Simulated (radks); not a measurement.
Results of a calculation; reference values are marked as such.
All-electron atom: Hg3+ in [Xe] 4f14 5d9. Level of theory: Dirac Kohn-Sham, PBEsol, spin-unpolarised, spherical densities, point nucleus; open shells fill j = l - 1/2 first (a radial shooting solver on a logarithmic mesh with Libxc functionals).

Radial electron density D(r) = 4 pi r^2 rho(r):

r (bohr),D(r) (e/bohr)
0.0006285,5.679
0.0008316,8.659
0.001109,13.21
0.001468,19.65
0.001957,28.98
0.00259,41.24
0.003427,56.80
0.00457,75.50
0.006047,94.08
0.008066,109.5
0.01067,116.4
0.01412,113.2
0.01883,104.9
0.02492,104.6
0.03324,122.1
0.04397,144.8
0.05818,145.8
0.0776,123.6
0.1027,120.9
0.1369,139.4
0.1812,118.4
0.2398,80.01
0.3198,86.91
0.4231,85.37
0.5643,48.30
0.7467,26.93
0.9879,20.85
1.318,12.69
1.743,5.232
2.325,1.350
3.077,0.2046
4.071,0.01391

D(r) has 4 maxima, at r = 0.0112, 0.0512, 0.141, 0.366 bohr, and minima at 0.0219, 0.0911, 0.260 bohr, inside which lie 2.02, 11.04, 29.98 electrons.
